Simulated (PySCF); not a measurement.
A species of formula C5H11FSi has this rotational fingerprint, computed with CAM-B3LYP/def2-SVPD in PySCF (dipole) on a GFN2-xTB geometry, gas phase:

| Property | Result |
| --- | --- |
| Rotational constants | A = 3044, B = 1366, C = 1085 MHz |
| Dipole components | \|μa\| = 0.64 D, \|μb\| = 1.73 D, \|μc\| = 0.06 D |
| Inertial defect | -70.12 u·Å² |
| κ | -0.71 |

Question: Which structure is it? (One computed conformer of each.)
A. `[CH3:1][C:2]1([CH3:3])[CH2:4][C@H:5]([F:6])[SiH2:7]1` with C1–C2–C4–C5 -134°, C2–C4–C5–F6 134°, C4–C5–Si7–C2 -11°, C1–C2–Si7–C5 128°
B. `[CH3:1][CH2:2][C:3]1([F:4])[CH2:5][SiH2:6][CH2:7]1` with C1–C2–C3–F4 57°, C2–C3–C5–Si6 110°, C3–C5–Si6–C7 10°, C5–Si6–C7–C3 -10°, C2–C3–C7–Si6 -109°
C. `[CH3:1]/[C:2]([F:3])=[C:4](\[CH3:5])[CH2:6][SiH3:7]` with C2–C4–C6–Si7 -89°

Answer: C. It is C/C(F)=C(\C)C[SiH3], an asymmetric top, point group C1. The candidates at the same level (rigid rotor, commonest isotopes):

```json
{"SMILES": "CCC1(F)C[SiH2]C1", "A (MHz)": "3719", "B (MHz)": "1470", "C (MHz)": "1349", "μa (D)": "0.88", "μb (D)": "1.40", "μc (D)": "0.58", "Δ (u·Å²)": "-104.97", "point group": "C1", "rotor": "asymmetric top"}
{"SMILES": "CC1(C)C[C@H](F)[SiH2]1", "A (MHz)": "3264", "B (MHz)": "1538", "C (MHz)": "1417", "μa (D)": "2.01", "μb (D)": "0.45", "μc (D)": "0.69", "Δ (u·Å²)": "-126.71", "point group": "C1", "rotor": "asymmetric top"}
{"SMILES": "C/C(F)=C(\\C)C[SiH3]", "A (MHz)": "3044", "B (MHz)": "1366", "C (MHz)": "1085", "μa (D)": "0.64", "μb (D)": "1.73", "μc (D)": "0.06", "Δ (u·Å²)": "-70.12", "point group": "C1", "rotor": "asymmetric top"}
```

`CCC1(F)C[SiH2]C1` has C 24 % too high; `CC1(C)C[C@H](F)[SiH2]1` has C 31 % too high. No structure here is proved a minimum.
